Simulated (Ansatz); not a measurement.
Geometry optimisation, UKS PBE0-D4/def2-SVP in Ansatz 0.2.0.

Input file:

```yaml
crystal:
  periodic: [false, false, false]
  atoms:
    - { symbol: B, position_ang: [-0.2286, -0.0877, -0.0511] }
    - { symbol: Cl, position_ang: [-0.1818, -1.1069, -1.9646] }
    - { symbol: C, position_ang: [-0.2811, 1.2914, -0.6053] }
    - { symbol: H, position_ang: [0.3025, 0.5583, -1.6304] }
    - { symbol: C, position_ang: [0.2305, -0.9351, 1.1573] }
    - { symbol: H, position_ang: [-1.1129, 1.6413, -1.1995] }
    - { symbol: H, position_ang: [0.1897, 2.1204, -0.0942] }
    - { symbol: H, position_ang: [-0.3029, -1.8821, 1.2193] }
    - { symbol: H, position_ang: [1.2871, -1.1867, 1.0658] }
    - { symbol: H, position_ang: [0.0974, -0.413, 2.1027] }
magnetization:
  spin_polarized: true
basis:
  gaussian: { orbitals: def2-SVP }
hamiltonian:
  xc: pbe0
  dispersion: d4
relax:
  f_tol: 0.15
  max_steps: 25
  restrain:
    - { distance: [3, 1], at: 2.63, k: 30.0 }
    - { distance: [0, 1], at: 1.86, k: 30.0 }
    - { distance: [3, 2], at: 1.07, k: 30.0 }
```

Command:

```bash
$ ansatz run input.yaml --threads 2 --pin off --max-ram 3072MiB --backend cpu --events-out ev --progress --plain --runs-dir out
```

Question: Where does it end, and by what steps?

Answer: The run converged. The restraints hold the end off the free minimum; the threshold counts their pulls, which the force column leaves out. Restrained pairs: Cl2–H4 (1.77 → 2.65 Å), B1–Cl2 (2.17 → 1.83 Å), C3–H4 (1.39 → 1.08 Å). After 7 steps the energy has fallen by 2.526 eV (the restraints' own energy left out); H4 moved furthest, 0.70 Å.

```tsv
step	energy less start (eV)	largest force component (eV/Å)	accepted
0	0.0000	2.452	yes
1	-0.9807	2.303	yes
2	-1.7513	2.119	yes
3	-2.3054	1.072	yes
4	-2.4386	0.978	yes
5	-2.4968	0.819	yes
6	-2.5211	0.728	yes
7	-2.5261	0.758	yes
```

```xyz
10
Properties=species:S:1:pos:R:3
B -0.048 -0.288 -0.320
Cl -0.146 -1.393 -1.770
C -0.130 1.202 -0.737
H 0.173 1.234 -1.777
C 0.151 -0.917 1.091
H -1.191 1.513 -0.700
H 0.439 1.903 -0.109
H -0.371 -1.877 1.218
H 1.230 -1.144 1.190
H -0.108 -0.232 1.912
```

Time of the run: 56 s on 2 threads of Intel(R) Xeon(R) Processor @ 2.50GHz (Skylake/Cascade Lake), with other jobs on the host, peak memory 0.25 GiB.
